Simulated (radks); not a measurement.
Values are calculated unless marked as measured or tabulated.
Valence configurations of Al+ (all share [Ne]). Code: a radial shooting solver on a logarithmic mesh with Libxc functionals. Model: non-relativistic Kohn-Sham, BLYP, spin-polarised, spherical densities, point nucleus; open shells are filled with parallel spins first. Energies are relative to 3s2; eigenvalues in eV for spin up.

valence      E (eV)  moment (Bohr magnetons)    e(3p)    e(3s)
3s2           0.000                        0        -  -14.694
3p2          10.877                        2  -10.812        -
3s1 3p1       4.872                        2  -10.209  -16.182
3s1.5 3p0.5   2.645                        1   -9.663  -15.520
3s0.5 3p1.5   7.867                        2  -10.518  -16.523

NIST lists [Ne] 3s2 as the ground configuration; this level of theory agrees among the configurations tried. The energies are those of spherical high-spin densities, not of single terms.
